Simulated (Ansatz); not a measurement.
`CN(C)[Si]F` and `C[N](C)[ZnH]` differ in one atom or group.

Ansatz, PBE0-D4/def2-TZVP geometries, multiplicity 1. Each molecule was computed in one conformer, which needn't be the lowest.

Scalar relativity is left out up to krypton.

| property | `CN(C)[Si]F` |
| --- | --- |
| HOMO energy (B3LYP/def2-TZVPP) / eV | -6.83 |
| HOMO–LUMO gap (B3LYP/def2-TZVPP) / eV | 5.57 |
| size of the dipole moment (B3LYP/def2-TZVPP) / D | 2.51 |
| LUMO energy (B3LYP/def2-TZVPP) / eV | -1.26 |
| size of the dipole moment (PBE/def2-TZVPP) / D | 2.58 |
| LUMO energy (PBE/def2-TZVPP) / eV | -1.85 |

Question: Give the same properties after the change, and the shifts. (Best estimate.)

Answer: Ansatz gave: 
```
                                        property  `C[N](C)[ZnH]`  shift
             HOMO energy (B3LYP/def2-TZVPP) / eV           -5.53   1.30
           HOMO–LUMO gap (B3LYP/def2-TZVPP) / eV            4.90  -0.67
size of the dipole moment (B3LYP/def2-TZVPP) / D            0.25  -2.26
             LUMO energy (B3LYP/def2-TZVPP) / eV           -0.63   0.63
  size of the dipole moment (PBE/def2-TZVPP) / D            0.36  -2.22
               LUMO energy (PBE/def2-TZVPP) / eV           -1.09   0.76
```

With PBE0 the HOMO rises by 1.32 eV and the LUMO rises by 0.72 eV, so the gap narrows by about 0.60 eV. PBE moves the HOMO by 1.34 eV and ωB97M-V by 1.20 eV. Dipoles are sizes alone; their direction can turn.

B3LYP here is the variant with VWN-RPA as its local correlation; programs differ in this.
